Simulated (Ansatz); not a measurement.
`F[SiH]1[BH][GeH2]1`, relaxed with RKS PBE0-D4/def2-TZVP in the Gaussian-basis code of Ansatz from a PBE-D4/def2-SVP geometry. The force threshold is 0.005 eV/Å; the program also tests the step.

The species carries charge 0 and has multiplicity 1.

Start:

```xyz
8

F    -0.544   -2.714   -1.320
Si   -0.466   -1.282   -0.529
B     0.948   -0.061   -0.443
Ge    0.187    1.327    0.674
H    -1.804   -1.132    0.133
H     2.056   -0.059   -0.922
H    -1.243    1.271    1.275
H     0.866    2.648    1.132
```

**Question.** How much energy does the relaxation release, and in how many steps? (An estimate is asked.)

**Answer.** Computed: 5.06 kJ/mol, in 5 steps.

**Question.** Which bonds change most? (An estimate is asked.)

**Answer.** The calculation gave: F1–Si2 from 1.638 to 1.593 Å; B3–H6 from 1.207 to 1.187 Å; Si2–H5 from 1.500 to 1.480 Å; Si2–B3 from 1.870 to 1.853 Å.

**Question.** Give the relaxed structure. (Best estimate.)

**Answer.** Computed: 
```xyz
8

F    -0.550   -2.658   -1.288
Si   -0.459   -1.264   -0.523
B     0.953   -0.066   -0.447
Ge    0.185    1.301    0.664
H    -1.769   -1.094    0.146
H     2.042   -0.065   -0.920
H    -1.237    1.230    1.242
H     0.836    2.616    1.127
```
